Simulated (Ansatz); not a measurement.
The same molecule with X = Al, Ga, In. Ansatz, PBE0-D4/def2-TZVP geometries, multiplicity 2.

Elements past krypton have def2 core potentials. Scalar relativity is left out up to krypton.

| X | molecule | mean X–Cl bond length / Å | mean X–H bond length / Å | mean X–O bond length / Å | ideal-gas entropy at 298 K and 1 bar (rigid rotor, harmonic PBE0-D4/def2-TZVP) / J/(mol·K) | size of the dipole moment (B3LYP/def2-TZVPP) / D | zero-point energy (PBE0-D4/def2-TZVP) / kJ/mol |
| --- | --- | --- | --- | --- | --- | --- | --- |
| Al | `[O][AlH][Cl]`• | 2.081 | 1.566 | 1.729 | 290 | 1.43 | 27.3 |
| Ga | `[O][GaH][Cl]`• | 2.128 | 1.543 | 1.796 | 302 | 1.99 | 25.9 |

Question: Give the row for X = In, `[O][InH][Cl]`•. (An estimate is asked.)

Answer: Computed: 
```tsv
X	molecule	mean X–Cl bond length / Å	mean X–H bond length / Å	mean X–O bond length / Å	ideal-gas entropy at 298 K and 1 bar (rigid rotor, harmonic PBE0-D4/def2-TZVP) / J/(mol·K)	size of the dipole moment (B3LYP/def2-TZVPP) / D	zero-point energy (PBE0-D4/def2-TZVP) / kJ/mol
In	`[O][InH][Cl]`•	2.316	1.691	1.994	315	2.76	22.7
```

From Al to In the mean X–Cl bond length rises at each step, by 0.235 Å in all; the mean X–H bond length isn't monotonic: highest at In, lowest at Ga; the mean X–O bond length rises at each step, by 0.265 Å in all; the ideal-gas entropy at 298 K and 1 bar (rigid rotor, harmonic PBE0-D4/def2-TZVP) rises at each step, by 25 J/(mol·K) in all; the zero-point energy (PBE0-D4/def2-TZVP) falls at each step, by 4.6 kJ/mol in all. Bonds lengthen as the atom grows down the group. Dipoles are sizes alone, and their direction can turn along the series.

B3LYP here is the variant with VWN-RPA as its local correlation; programs differ in this.
